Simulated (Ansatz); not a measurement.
Si17OH22⁻, a nanocrystal with a defect cut from the lattice of silicon (double-bonded O in place of two caps), relaxed as a doublet with UKS r2SCAN-D4/def2-SVP in Ansatz, starting from the r2SCAN-D4/def2-SVP geometry of the neutral singlet. Force threshold 0.03 eV/Å.

Single mean-field runs in def2-SVP are fitted with def2-universal-jkfit.

Start:

```csv
atom,x (Å),y (Å),z (Å)
Si1,-0.782,0.671,4.261
Si2,2.695,0.346,1.605
Si3,-1.350,-2.923,-2.629
Si4,2.121,-1.380,-1.683
Si5,-0.828,-1.141,0.777
Si6,-0.408,2.660,0.926
Si7,-0.894,0.896,-2.473
Si8,2.493,2.453,-1.539
Si9,-1.558,-1.165,3.013
Si10,-1.915,-2.903,-0.339
Si11,1.499,-1.408,0.593
Si12,-1.166,2.709,3.151
Si13,1.922,2.395,0.745
Si14,0.996,-3.132,-2.791
Si15,-1.984,-0.864,-3.587
Si16,1.441,0.662,-2.647
Si17,-1.480,0.895,-0.199
O18,1.707,-4.289,-3.539
H19,-1.488,0.694,5.583
H20,0.681,0.514,4.524
H21,4.139,0.194,1.230
H22,2.592,0.298,3.096
H23,-2.000,-4.070,-3.340
H24,3.603,-1.553,-1.817
H25,-0.770,3.955,0.256
H26,-1.287,2.206,-3.092
H27,3.979,2.335,-1.697
H28,2.049,3.747,-2.148
H29,-1.140,-2.447,3.668
H30,-3.056,-1.123,2.986
H31,-1.529,-4.210,0.283
H32,-3.397,-2.731,-0.195
H33,1.889,-2.730,1.187
H34,-0.507,3.825,3.903
H35,-2.643,2.967,3.130
H36,2.603,3.526,1.460
H37,-1.616,-0.858,-5.039
H38,-3.469,-0.701,-3.471
H39,1.825,0.651,-4.097
H40,-2.969,1.029,-0.055
```

| step | energy (eV) | largest force component (eV/Å) | SCF passes |
| --- | --- | --- | --- |
| 1 | -136276.2070 | 1.299 | 27 |
| 2 | -136276.3246 | 0.786 | 34 |
| 3 | -136276.4405 | 0.467 | 28 |
| 4 | -136276.5091 | 2.167 | 29 |
| 5 | -136276.5897 | 1.539 | 28 |
| 6 | -136276.6387 | 0.174 | 28 |
| 7 (rejected) | -136276.6249 | 0.200 | 24 |
| 8 | -136276.6447 | 0.032 | 24 |
| 9 | -136276.6456 | 0.034 | 25 |
| 10 | -136276.6467 | 0.015 | 24 |
| 11 | -136276.6472 | 0.064 | 25 |
| 12 | -136276.6476 | 0.012 | 24 |

Force components are those of the run's own axes.

End:

Cartesian coordinates in Å:
```
Si -0.7740 0.6302 4.2399
Si 2.6767 0.3421 1.6036
Si -1.2276 -2.8895 -2.6974
Si 2.0620 -1.4562 -1.8060
Si -0.7930 -1.1603 0.7160
Si -0.4052 2.6544 0.9205
Si -0.8985 0.9390 -2.4963
Si 2.4694 2.4420 -1.5485
Si -1.5346 -1.1821 2.9441
Si -1.8917 -2.9013 -0.4358
Si 1.5379 -1.3961 0.5003
Si -1.1520 2.6795 3.1490
Si 1.9263 2.3993 0.7430
Si 1.1103 -3.2626 -3.0498
Si -1.9987 -0.8414 -3.5659
Si 1.4287 0.6479 -2.6610
Si -1.4694 0.8910 -0.2162
O 1.6451 -4.7150 -2.7479
H -1.4952 0.6539 5.5593
H 0.6848 0.4915 4.5452
H 4.1410 0.2463 1.2782
H 2.5782 0.3444 3.1027
H -2.0540 -3.9523 -3.3774
H 3.5695 -1.4589 -1.8562
H -0.7830 3.9709 0.2960
H -1.3023 2.2744 -3.0620
H 3.9633 2.3573 -1.6876
H 2.0549 3.7680 -2.1256
H -1.1520 -2.4594 3.6343
H -3.0356 -1.1100 2.9570
H -1.4964 -4.1909 0.2248
H -3.3674 -2.7277 -0.1772
H 1.9166 -2.6976 1.1500
H -0.5211 3.7974 3.9298
H -2.6338 2.9286 3.1563
H 2.5943 3.5455 1.4534
H -1.7337 -0.7433 -5.0420
H -3.4816 -0.6506 -3.3898
H 1.7984 0.7493 -4.1163
H -2.9567 1.0424 -0.0449
```

By distances, no bond broke or formed. The bond that changes most is Si4–Si14, from 2.36 to 2.39 Å (atoms count from 1).

The force fell under the threshold at step 10, but the optimiser went on. No frequencies were taken in this run, so the end may be a saddle point.

It took 1.8 min on 2 threads of AMD EPYC 7R13 on a shared host and a share (18 GiB) of an NVIDIA H100 80GB HBM3.
